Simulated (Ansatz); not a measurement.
ZnBr₂. The state is a singlet with charge 0. Geometry PBE0-D4/def2-TZVP.

```xyz
3

Zn    0.001    0.002   -0.002
Br    0.332   -1.783   -1.288
Br   -0.333    1.781    1.290
```

The 6-31G sets use Cartesian d functions. LC-ωPBE has ω = 0.4 bohr⁻¹.

Estimate the orbital energies around the gap (eV) in Ansatz with HF/6-31G, PBE-D4/def2-TZVPD, r2SCAN-D4/def2-TZVP, r2SCAN-D4/def2-TZVPD, LC-ωPBE/def2-TZVP.


| orbital | HF/6-31G | PBE-D4/def2-TZVPD | r2SCAN-D4/def2-TZVP | r2SCAN-D4/def2-TZVPD | LC-ωPBE/def2-TZVP |
| --- | --- | --- | --- | --- | --- |
| HOMO−5 | -13.75 | -9.71 | -9.95 | -9.97 | -13.75 |
| HOMO−4 | -12.55 | -8.79 | -9.09 | -9.11 | -12.54 |
| HOMO−3 | -11.91 | -7.74 | -8.04 | -8.06 | -11.76 |
| HOMO−2 | -11.91 | -7.74 | -8.04 | -8.06 | -11.76 |
| HOMO−1 | -11.48 | -7.35 | -7.64 | -7.66 | -11.29 |
| HOMO | -11.48 | -7.35 | -7.64 | -7.66 | -11.29 |
| LUMO | 0.84 | -2.71 | -2.39 | -2.42 | 0.39 |
| LUMO+1 | 1.67 | -1.34 | -0.98 | -1.02 | 1.32 |
| LUMO+2 | 1.67 | -1.34 | -0.98 | -1.02 | 1.32 |
| LUMO+3 | 3.87 | 0.04 | 2.04 | 0.68 | 3.80 |
| LUMO+4 | 5.63 | 0.67 | 2.04 | 1.09 | 4.09 |
| LUMO+5 | 7.34 | 0.67 | 4.02 | 1.09 | 5.85 |
